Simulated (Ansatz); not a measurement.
Cost and result up the ladder for Si₄₁H₄₆, a nanocrystal cut from hexagonal silicon (87 atoms). Charge 0, multiplicity 1. Geometry: PBE-D4/def2-SVP.

```xyz
87

Si    4.117   -3.139   -0.809
Si    2.377   -4.474    0.039
Si    2.445   -4.641    2.398
Si    0.191   -3.579   -3.002
Si    0.322   -3.555   -0.643
Si   -1.419   -4.858    0.253
Si    0.549   -3.583    3.317
Si   -1.188   -5.009    2.603
Si   -3.473   -3.906   -0.380
Si    5.647    0.379   -0.998
Si    3.953   -0.932   -0.023
Si    4.158   -0.763    2.327
Si    1.767   -0.086   -3.078
Si   -0.074   -1.376   -3.777
Si    1.886   -0.059   -0.717
Si    0.147   -1.360    0.181
Si    2.105   -0.062    3.240
Si    0.282   -1.379    2.537
Si   -2.045   -0.471   -2.863
Si   -1.905   -0.442   -0.504
Si   -3.666   -1.702    0.407
Si   -1.676   -0.443    3.453
Si   -3.636   -1.551    2.766
Si   -5.686   -0.768   -0.357
Si    5.504    2.570   -0.148
Si    3.317    3.450   -3.162
Si    1.522    2.110   -3.882
Si    3.425    3.454   -0.797
Si    1.700    2.134    0.097
Si    1.826    2.144    2.459
Si   -0.470    2.992   -2.993
Si   -2.332    1.721   -3.665
Si   -0.341    3.024   -0.634
Si   -2.070    1.754    0.310
Si   -0.125    3.108    3.345
Si   -1.932    1.765    2.670
Si   -4.268    2.684   -2.736
Si   -4.113    2.692   -0.374
Si   -5.889    1.418    0.491
Si   -0.520    5.235    0.134
Si   -0.390    5.289    2.498
H     5.462   -3.717   -0.444
H     4.012   -3.103   -2.316
H     2.483   -5.864   -0.548
H     2.370   -6.103    2.769
H     3.737   -4.095    2.947
H     1.451   -4.186   -3.571
H    -0.978   -4.430   -3.434
H    -1.310   -6.247   -0.334
H     0.632   -3.565    4.826
H    -0.780   -6.422    2.946
H    -2.494   -4.728    3.299
H    -3.548   -3.868   -1.888
H    -4.627   -4.736    0.128
H     6.998   -0.227   -0.702
H     5.461    0.408   -2.495
H     4.651   -2.057    2.919
H     5.181    0.301    2.644
H     3.037   -0.694   -3.628
H    -0.163   -1.334   -5.286
H     2.155   -0.061    4.751
H    -3.222   -1.325   -3.275
H    -1.558   -0.435    4.960
H    -3.791   -2.910    3.396
H    -4.810   -0.709    3.208
H    -5.682   -0.724   -1.865
H    -6.846   -1.627    0.086
H     6.626    3.425   -0.684
H     5.613    2.533    1.355
H     4.614    2.925   -3.727
H     3.128    4.861   -3.662
H     1.434    2.085   -5.390
H     3.264    4.867   -0.286
H     3.032    2.962    2.866
H    -0.641    4.417   -3.473
H    -2.409    1.696   -5.174
H    -0.042    3.121    4.853
H    -3.223    2.331    3.219
H    -5.489    1.904   -3.159
H    -4.421    4.099   -3.237
H    -4.182    4.114    0.133
H    -5.823    1.380    1.997
H    -7.211    2.027    0.090
H     0.590    6.063   -0.463
H    -1.834    5.819   -0.325
H     0.780    6.141    2.925
H    -1.648    5.901    3.065
```

Ansatz on 11 threads of AMD EPYC 7R13 on a shared host and a whole NVIDIA H100 80GB HBM3. Times are rough, and most runs start from the orbitals of an earlier one. No level here is sound enough to serve as a yardstick. Binding counts from free atoms at the same level (Si triplet, H doublet; other spins of the atoms weren't run), without zero-point energy or a counterpoise term.

Correlated methods freeze 205 core orbitals. The rows differ in basis, and correlated rows in double-zeta sets carry the largest basis error. Single mean-field runs in STO-3G, def2-SVP, def2-TZVP are fitted with def2-universal-jkfit.

Correlated methods converge slowly with the basis, most of all in double-zeta sets.

```csv
level,functions,wall time,binding energy per atom (eV)
HF/STO-3G,415,7 s,3.83
PBE-D4/def2-SVP (with forces),968,8.5 s,3.42
r2SCAN-D4/def2-SVP,968,8.5 s,3.42
BHLYP-D4/def2-SVP,968,11 s,3.35
PBE-D4/def2-TZVP,1793,15 s,3.42
PBE0-D4/def2-SVP (with forces),968,16 s,3.42
MP2/def2-SVP,968,17 s,3.15
PBE0-D4/def2-TZVP,1793,24 s,3.42
```
